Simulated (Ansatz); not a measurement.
A CCSD(T) single point on `[CH3][Ga][OH]` radical.

```yaml
crystal:
  periodic: [false, false, false]
  atoms:
    - {symbol: C, position_ang: [-0.826536, 0.551064, -0.249745]}
    - {symbol: Ga, position_ang: [1.056703, 0.055300, -0.742147]}
    - {symbol: O, position_ang: [1.919400, -1.122736, 0.319790]}
    - {symbol: H, position_ang: [-1.428460, -0.361076, -0.251525]}
    - {symbol: H, position_ang: [-1.248469, 1.272482, -0.947014]}
    - {symbol: H, position_ang: [-0.813629, 0.973454, 0.758073]}
    - {symbol: H, position_ang: [1.402191, -1.436488, 1.066868]}
basis:
  gaussian: {orbitals: def2-QZVPP}
magnetization: {spin_polarized: true, initial_magnetization: 1}
correlation: {method: ccsd_t}
scf: {omitted_lower_state_checks: [cluster_reference]}
```

```sh
$ ansatz run in.yaml --threads 2 --pin off --events-out ev --progress --plain --max-ram 32768MiB --backend cuda --devices 0, --max-vram 18GiB
```

Output of Ansatz, abridged:

```
Functional definition: HF
  name "HF"
  cite "Fock, Z. Phys. 61, 126 (1930) doi:10.1007/BF01340294"
  parent pbe
  exchange = exact_x
  correlation = 0
these checks for a lower state are left out or cut short: cluster_reference
2003 factors; integrals over basis functions are off by at most 9.3e-4 eV
mean field evaluation 1: about -55462.7041 eV, gradient 3.4e1 eV
mean field evaluation 2: about -55462.7052 eV, gradient 3.4e1 eV
mean field evaluation 4: about -55467.7893 eV, gradient 3.6e0 eV
mean field evaluation 8: about -55467.9618 eV, gradient 2.0e-1 eV
mean field -55467.96295754 eV, -2038.4100411540 hartree, gradient 3.9e-6 eV, S^2 0.760239; 0 other end points of the search recorded, 0 dependent functions left out
11 core orbitals not correlated: weight in the atoms' cores, before any rotation towards them, 1.000 or more for the frozen orbitals, at most 0.000 for the correlated occupied ones
reference -55467.96295754 eV, -2038.4100411540 hartree; 14, 13 occupied and 298, 299 virtual orbitals, 2003 factors
second order -24.70897400 eV of doubles, -0.00000000 eV of singles
cycle   1  -23.70522572 eV  change     1.0e0 eV  update   1.1e-1
cycle   2  -24.26220341 eV  change   -5.6e-1 eV  update   3.7e-2
cycle   3  -24.38685304 eV  change   -1.2e-1 eV  update   2.0e-2
cycle   4  -24.37234925 eV  change    1.5e-2 eV  update   6.5e-3
cycle   5  -24.36777198 eV  change    4.6e-3 eV  update   3.3e-3
cycle   6  -24.36913923 eV  change   -1.4e-3 eV  update   1.3e-3
cycle   7  -24.36948952 eV  change   -3.5e-4 eV  update   6.0e-4
cycle   8  -24.36936761 eV  change    1.2e-4 eV  update   2.6e-4
cycle   9  -24.36940957 eV  change   -4.2e-5 eV  update   1.3e-4
cycle  10  -24.36943301 eV  change   -2.3e-5 eV  update   5.7e-5
cycle  11  -24.36939501 eV  change    3.8e-5 eV  update   2.5e-5
cycle  12  -24.36941671 eV  change   -2.2e-5 eV  update   1.2e-5
perturbative correction -0.85929900 eV, -0.0315786559 hartree
Total energy: -55493.19167326 eV, -2039.3371793558 hartree
Checks for a lower state left out: cluster_reference
```

Run time 38 s (2 threads of an AMD EPYC 7R13 on a shared host and a share of an NVIDIA H100 80 GB); peak host memory 1.5 GiB.

Correlation energy per correlated electron: -0.934 eV. T1 diagnostic: 0.0158.
